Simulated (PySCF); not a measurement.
## 29Si chemical shifts

PySCF calculation with geometry: GFN2-xTB and PBE0/pcSseg-1 with gauge-including orbitals; one averaged value for each set of equivalent atoms, gas phase, one computed conformer, non-relativistic.

Shieldings were converted by a linear fit to measured shifts: 29Si (scatter 8.9 ppm rms, 25.8 ppm with the 6 outliers that the fit left out vs TMS, solution or neat liquid). A few per cent of atoms miss by over 2 rms, more outside the fitted compound classes.

(1) Give the 29Si shifts of `CCO[SiH2]/C=C\OC`, `CC(C)C[SiH2][C@H](F)C#N`, `CCCC(=O)C[SiH2]O`, `C/C=C\[SiH](OC)OC`, `C/C=C/[SiH](OC)OC`.

(2) Order these by 29Si shift, lowest first.
A. C[C@@H]([SiH3])CC[C@H](F)C#N
B. CC(C)[SiH2]C[C@H](F)C#N
C. C[C@@H]1OC[C@]1(C)O[SiH3]
D. C[SiH](C)CC[C@H](F)C#N

Answers

(1) 
| compound | environment | δ (ppm) |
| --- | --- | --- |
| CCO[SiH2]/C=C\OC | silicon bonded to C, O, 2 H | -38.7 |
| CC(C)C[SiH2][C@H](F)C#N | silicon bonded to 2 C, 2 H | -36.8 |
| CCCC(=O)C[SiH2]O | silicon bonded to C, O, 2 H | -32.9 |
| C/C=C\[SiH](OC)OC | silicon bonded to C, 2 O, H | -35.9 |
| C/C=C/[SiH](OC)OC | silicon bonded to C, 2 O, H | -38.4 |

(2) A (-58.0 ppm, silicon bonded to C, 3 H), C (-45.9 ppm, silicon bonded to O, 3 H), B (-31.7 ppm, silicon bonded to 2 C, 2 H), D (-19.5 ppm, silicon bonded to 3 C, H).
